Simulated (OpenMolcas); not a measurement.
**Ne II: effect of the IPEA shift**

| Property | Result |
| --- | --- |
| Program | OpenMolcas 26.06 |
| Basis | ANO-RCC-VTZP [4s3p2d1f] |
| Scalar Hamiltonian | DKH2, point nucleus |
| Active space | 7 electrons in 4 orbitals (2s 2p) |
| State averaging | 2S+1 = 2 odd, 3 roots; 2S+1 = 2 even, 1 root |
| Spin-orbit coupling | RASSI with atomic mean-field integrals over the reference wave functions, term energies averaged over their components |

Methods on the same reference wave functions:
A. CASSCF
B. SS-CASPT2, IPEA 0 Eh, imaginary shift 0.1 Eh (closed shells correlated: 1s)
C. SS-CASPT2, IPEA 0.25 Eh, imaginary shift 0.1 Eh (closed shells correlated: 1s)

Energies in cm⁻¹ above 2s² 2p⁵ ²P°_3/2, the measured ground level; measured values from NIST Handbook of Basic Atomic Spectroscopic Data.

```csv
Level,A,B,C,Measured
2s² 2p⁵ ²P°_3/2,0.0,0.0,0.0,0.0
2s² 2p⁵ ²P°_1/2,773,773,773,780
2s 2p⁶ ²S_1/2,239218,220668,221438,217048
```

Deviations, from unrounded energies. A percentage is the sum of absolute deviations over the sum of measured energies, with the sign that they share, or ± where signs differ.

| Against measurement | Levels | A | B | C |
| --- | --- | --- | --- | --- |
| mean absolute deviation (cm-1) | 2 | 11000 | 1800 | 2200 |
| fine structure of the ground term (%) | 1 | -1.0 | -1.0 | -1.0 |
| other configurations (%) | 1 | +10.2 | +1.7 | +2.0 |

B lies closest to measurement on these levels and A furthest from it. The largest miss of B in the table is 2s 2p⁶ ²S_1/2, by +3600 cm-1. The ranking rests on the paired levels alone, and a cruder setting can come out closer through cancelling errors.

Between B and C the level of the table that moves most is 2s 2p⁶ ²S_1/2, by 770 cm-1 (lowest in B, highest in C).

The lowest spin-free term lies below A's lowest term by 0.222 hartree in B, 0.220 hartree in C.

Without dynamic correlation excited terms often stand tens of per cent too high (terms of higher spin than the ground term too low), and those without a measured partner can miss by more than the paired ones (holds for A). Computed and measured levels are paired by configuration, term and J; levels that our copy of the source lacks, or whose pairing is in doubt (as where it misses far off the trend of its configuration), stay unpaired and out of the deviations. Levels of configurations outside the active space are missing.

° marks odd parity.
